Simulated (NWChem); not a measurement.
Species: C2H8Si; SMILES C[SiH2]C

```xyz
11

Si     0.0000     0.0000    -0.5471
C     -1.5561     0.0000     0.5111
C      1.5561     0.0000     0.5111
H      0.0000     1.2075    -1.4357
H      0.0000    -1.2075    -1.4357
H     -1.5926    -0.8908     1.1578
H     -2.4607     0.0000    -0.1164
H     -1.5926     0.8908     1.1578
H      2.4607     0.0000    -0.1164
H      1.5926    -0.8908     1.1578
H      1.5926     0.8908     1.1578
```
Atoms are numbered in this order, from 1.

Results from NWChem. The geometry was optimised at PBE0/def2-SVP.

### Question
Taking PBE/def2-TZVPP as the yardstick, which of these has the fewest basis functions while keeping “highest occupied level (eV)” within 0.1 eV of it: PBE/STO-3G; PBE/def2-TZVP; PBE/def2-SVP; PBE/def2-SVPD; PBE/def2-TZVPD?

### Answer
PBE/def2-SVP.
```
level           basis functions  highest occupied level (eV)
--------------  ---------------  ---------------------------
PBE/STO-3G                   27                        -5.76
PBE/def2-SVP                 86                        -7.45
PBE/def2-SVPD               128                        -7.53
PBE/def2-TZVP               147                        -7.49
PBE/def2-TZVPD              189                        -7.51
PBE/def2-TZVPP              216                        -7.50
```

The yardstick is one finite set, not the basis-set limit.
